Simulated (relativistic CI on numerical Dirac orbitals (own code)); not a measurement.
Hyperfine structure of Eu35+, mass number 153

Computed by Dirac-Coulomb-Breit CI, orbitals from a KLI potential per configuration, model QED (radiative potential, 1s self-energy scaled to tabulated hydrogen-like ionisation energies), unscaled Slater integrals (own radial code, finite nucleus).

Configurations in the expansion (outside the closed core [Ne]): 3s2.3p6.3d10, 3s2.3p6.3d9.4s, 3s2.3p6.3d9.4p, 3s2.3p6.3d9.4d, 3s2.3p5.3d10.4s, 3s2.3p6.3d9.4f, 3s2.3p5.3d10.4p, 3s2.3p6.3d8.4s2, 3s2.3p6.3d8.4s.4p, 3s2.3p5.3d10.4d, 3s.3p6.3d10.4s, 3s2.3p6.3d9.5s, 3s2.3p6.3d8.4p2, 3s2.3p6.3d9.5p, 3s2.3p6.3d8.4s.4d, 3s2.3p5.3d10.4f. Levels of other configurations are missing.

Nuclear spin I = 5/2, μ = 1.5294 μN, Q = 2.41 b (tables of Stone and Pyykkö). The electronic factors are computed for point nuclear moments, without core polarisation or the Bohr-Weisskopf and QED corrections.

| Level | E (eV) | A (GHz) | B (GHz) |
| --- | --- | --- | --- |
| 3s2.3p6.3d9.4s 3D_3 | 980.04 | 90.4 | -103 |
| 3s2.3p6.3d9.4s 1D_2 | 981.49 | -64.72 | -80 |
| 3s2.3p6.3d9.4s 3D_1 | 1009.97 | -80.75 | -40.3 |
| 3s2.3p6.3d9.4s 3D_2 | 1010.96 | 142.9 | -82.6 |
| 3s2.3p6.3d9.4p 3P°_2 | 1051.54 | -10.25 | -68.3 |
| 3s2.3p6.3d9.4p 3F°_2 | 1081.60 | 60.27 | -71.6 |
| 3s2.3p6.3d9.4p 3F°_4 | 1095.19 | 15.43 | 53.3 |
| 3s2.3p6.3d9.4p 1D°_2 | 1096.94 | 14.23 | -151 |

Levels with J = 0, under 50 % of one LS term, or S terms without an open s electron are left out. Small factors come from cancelling terms and can be off by tens of per cent or more.

At this charge energies of transitions that change n are usually good to better than 1 %, and those within a shell (Δn = 0) to a few per cent.

**Question.** Give the hyperfine levels of 3s2.3p6.3d9.4s 3D_3 relative to its centre of gravity.

**Answer.** With K = F(F + 1) − I(I + 1) − J(J + 1), E = AK/2 + B[¾K(K + 1) − I(I + 1)J(J + 1)]/[2I(2I − 1)J(2J − 1)]: F = 1/2: -965.7, F = 3/2: -802.3, F = 5/2: -540.3, F = 7/2: -195.2, F = 9/2: 211.6, F = 11/2: 652.3 GHz.

LS names give the leading component of a level, which can be under half, so a name can repeat, a term be missing and a line seem to break the LS rules.
